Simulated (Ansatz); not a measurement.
Harmonic frequencies (cm⁻¹) at PBE0-D4/def2-TZVP from Ansatz: 84, 108, 304, 356, 395, 485, 610, 622, 850, 930, 937, 1945, 2213, 2236, 2250.

Q: Which molecule is it?
A. `[SiH3][SbH][Cl]`
B. `C[O][Sb]([Cl])[Cl]`
C. `Cl[SiH2][SbH2]`
D. `[SiH3][SbH2]`

A: A.
